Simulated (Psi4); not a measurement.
Cl₂Si, charge -1, doublet, at a GFN2-xTB geometry (a state made from the parent by changing its charge; the spin is typed, not shown lowest) (a gas-phase anion, which may not be bound at this level); Psi4 with MP2/6-31G**.

Input for Psi4:
```
memory 2 GB

molecule mol {
-1 2
  Si    0.001929    0.007227    1.067714
  Cl    1.178613    1.407333   -0.451322
  Cl   -1.180201   -1.413285   -0.427971
}

set basis 6-31g**
set reference uhf

energy('mp2')
print_variables()
```

### Question
What does Psi4 print? Leave out banner, timings and long lists.

### Answer

```
    SCF Algorithm Type (re)set to DF.

   => Loading Basis Set <=

    Name: 6-31G**
    Role: ORBITAL
    Keyword: BASIS

         ---------------------------------------------------------
                                   SCF
               by Justin Turney, Rob Parrish, Andy Simmonett
                          and Daniel G. A. Smith
                              UHF Reference
         ---------------------------------------------------------

  ==> Geometry <==

    Molecular point group: cs
    Full point group: Cs

    Geometry (in Angstrom), charge = -1, multiplicity = 2:

       Center              X                  Y                   Z               Mass
    ------------   -----------------  -----------------  -----------------  -----------------
         SI          -0.006838267383    -1.076670495394     0.000000000000    27.976926534650
         CL          -1.835734622865     0.442372143011     0.000000000000    34.968852682000
         CL           1.841205597448     0.419021040963     0.000000000000    34.968852682000

  Running in cs symmetry.

  Rotational constants: A =      0.37126  B =      0.07131  C =      0.05982 [cm^-1]
  Rotational constants: A =  11130.06851  B =   2137.83980  C =   1793.37262 [MHz]
  Nuclear repulsion =  147.539550651105458

  Charge       = -1
  Multiplicity = 2
  Electrons    = 49
  Nalpha       = 25
  Nbeta        = 24

  ==> Algorithm <==

  SCF Algorithm Type is DF.
  DIIS enabled.
  MOM disabled.
  Fractional occupation disabled.
  Guess Type is SAD.
  Energy threshold   = 1.00e-08
  Density threshold  = 1.00e-08
  Integral threshold = 1.00e-12

  ==> Primary Basis <==

  Basis Set: 6-31G**
    Blend: 6-31G**
    Number of shells: 24
    Number of basis functions: 57
    Number of Cartesian functions: 57
    Spherical Harmonics?: false
    Max angular momentum: 2

   => Loading Basis Set <=

    Name: (6-31G** AUX)
    Role: JKFIT
    Keyword: DF_BASIS_SCF

  ==> Integral Setup <==

  SCF_SUBTYPE=INCORE selected. In-core MEM_DF algorithm will be used.
  Using in-core AOs.

  ==> MemDFJK: Density-Fitted J/K Matrices <==

    J tasked:                   Yes
    K tasked:                   Yes
    wK tasked:                   No
    Algorithm:                 Core
    Schwarz Cutoff:           1E-12
    Mask sparsity (%):       4.1243
    Fitting Condition:        1E-10

   => Auxiliary Basis Set <=

  Basis Set: (6-31G** AUX)
    Blend: CC-PVDZ-JKFIT
    Number of shells: 108
    Number of basis functions: 390
    Number of Cartesian functions: 390
    Spherical Harmonics?: false
    Max angular momentum: 3

  Minimum eigenvalue in the overlap matrix is 9.4834752106E-03.
  Reciprocal condition number of the overlap matrix is 2.1374776532E-03.
    Using symmetric orthogonalization.

  ==> Pre-Iterations <==

  SCF Guess: Superposition of Atomic Densities via on-the-fly atomic UHF (no occupation information).

   -------------------------
    Irrep   Nso     Nmo
   -------------------------
     A'        42      42
     A"        15      15
   -------------------------
    Total      57      57
   -------------------------

  ==> Iterations <==

                           Total Energy        Delta E     RMS |[F,P]|

   @DF-UHF iter SAD: -1207.01916127964432   -1.20702e+03   0.00000e+00
   @DF-UHF iter   1: -1207.94023675835365   -9.21075e-01   4.95493e-03 ADIIS/DIIS
   @DF-UHF iter   2: -1207.97053881896636   -3.03021e-02   1.92901e-03 ADIIS/DIIS
   @DF-UHF iter   3: -1207.97512694823990   -4.58813e-03   3.97455e-04 ADIIS/DIIS
   @DF-UHF iter   4: -1207.97573812624091   -6.11178e-04   1.57431e-04 ADIIS/DIIS
   @DF-UHF iter   5: -1207.97587734155422   -1.39215e-04   8.17962e-05 DIIS
   @DF-UHF iter   6: -1207.97592852792673   -5.11864e-05   3.99114e-05 DIIS
   @DF-UHF iter   7: -1207.97594382565057   -1.52977e-05   1.63775e-05 DIIS
   @DF-UHF iter   8: -1207.97594632239134   -2.49674e-06   7.80236e-06 DIIS
   @DF-UHF iter   9: -1207.97594685828199   -5.35891e-07   2.52166e-06 DIIS
   @DF-UHF iter  10: -1207.97594690385336   -4.55714e-08   5.93660e-07 DIIS
   @DF-UHF iter  11: -1207.97594690542064   -1.56729e-09   1.76800e-07 DIIS
   @DF-UHF iter  12: -1207.97594690554524   -1.24601e-10   3.89858e-08 DIIS
   @DF-UHF iter  13: -1207.97594690555184   -6.59384e-12   1.02096e-08 DIIS
   @DF-UHF iter  14: -1207.97594690555206   -2.27374e-13   2.51207e-09 DIIS
  Energy and wave function converged.

  ==> Post-Iterations <==

   @Spin Contamination Metric:   2.197198909E-02
   @S^2 Expected:                7.500000000E-01
   @S^2 Observed:                7.719719891E-01
   @S   Expected:                5.000000000E-01
   @S   Observed:                5.000000000E-01

    Orbital Energies [Eh]
    ---------------------

    Alpha Occupied:

[...]
       6App   -0.100514

    Alpha Virtual:

[...]
    Beta Occupied:

[...]
    Beta Virtual:

[...]
    Final Occupation by Irrep:
             Ap   App
    DOCC [    19,    5 ]
    SOCC [     0,    1 ]
    NA   [    19,    6 ]
    NB   [    19,    5 ]

  @DF-UHF Final Energy: -1207.97594690555206

   => Energetics <=

    Nuclear Repulsion Energy =            147.5395506511054577
    One-Electron Energy =               -1976.4104251145527087
    Two-Electron Energy =                 620.8949275578953575
    Total Energy =                      -1207.9759469055520640

  UHF NO Occupations:
  HONO-2 :    5App 1.9997798
  HONO-1 :   19 Ap 1.9893666
  HONO-0 :    6App 1.0000000
  LUNO+0 :   20 Ap 0.0106334
  LUNO+1 :    7App 0.0002202
  LUNO+2 :   21 Ap 0.0001228
  LUNO+3 :    8App 0.0000298

Computation Completed

Properties will be evaluated at   0.000000,   0.000000,   0.000000 [a0]

Properties computed using the SCF density matrix

 Multipole Moments:

 ------------------------------------------------------------------------------------
     Multipole            Electronic (a.u.)      Nuclear  (a.u.)        Total (a.u.)
 ------------------------------------------------------------------------------------

 L = 1.  Multiply by 2.5417464519 to convert [e a0] to [Debye]
 Dipole X            :          0.0022855           -0.0051574           -0.0028719
 Dipole Y            :          0.3603409           -0.8120206           -0.4516798
 Dipole Z            :          0.0000000            0.0000000            0.0000000
 Magnitude           :                                                    0.4516889

 ------------------------------------------------------------------------------------

  //>>>>>>>>>>>>>>>>>>>>>>>>>>>>>>>>>>>//
  //               DFMP2               //
  //<<<<<<<<<<<<<<<<<<<<<<<<<<<<<<<<<<<//

   => Loading Basis Set <=

    Name: (6-31G** AUX)
    Role: RIFIT
    Keyword: DF_BASIS_MP2

	 --------------------------------------------------------
	                          DF-MP2
	      2nd-Order Density-Fitted Moller-Plesset Theory

	        Rob Parrish, Justin Turney, Andy Simmonett,
	           Ed Hohenstein, and C. David Sherrill
	 --------------------------------------------------------

	 --------------------------------------------------------
	                 NBF =    57, NAUX =   228
	 --------------------------------------------------------
	   CLASS    FOCC     OCC    AOCC    AVIR     VIR    FVIR
	   ALPHA       0      25      25      32      32       0
	    BETA       0      24      24      33      33       0
	 --------------------------------------------------------

	-----------------------------------------------------------
	 ==================> DF-MP2 Energies <====================
	-----------------------------------------------------------
	 Reference Energy          =   -1207.9759469055520640 [Eh]
	 Singles Energy            =      -0.0000000000000000 [Eh]
	 Same-Spin Energy          =      -0.0907805605878888 [Eh]
	 Opposite-Spin Energy      =      -0.2556981172609475 [Eh]
	 Correlation Energy        =      -0.3464786778488363 [Eh]
	 Total Energy              =   -1208.3224255834009000 [Eh]
	-----------------------------------------------------------
	 ================> DF-SCS-MP2 Energies <==================
	-----------------------------------------------------------
	 SCS Same-Spin Scale       =       0.3333333333333333 [-]
	 SCS Opposite-Spin Scale   =       1.2000000000000000 [-]
	 SCS Same-Spin Energy      =      -0.0302601868626296 [Eh]
	 SCS Opposite-Spin Energy  =      -0.3068377407131370 [Eh]
	 SCS Correlation Energy    =      -0.3370979275757666 [Eh]
	 SCS Total Energy          =   -1208.3130448331278330 [Eh]
	-----------------------------------------------------------

  Variable Map:
  ----------------------------------------------------------------------------
[...]
  Array Variable Map:
  ----------------------------------------------------------------------------
[...]
[...]
```
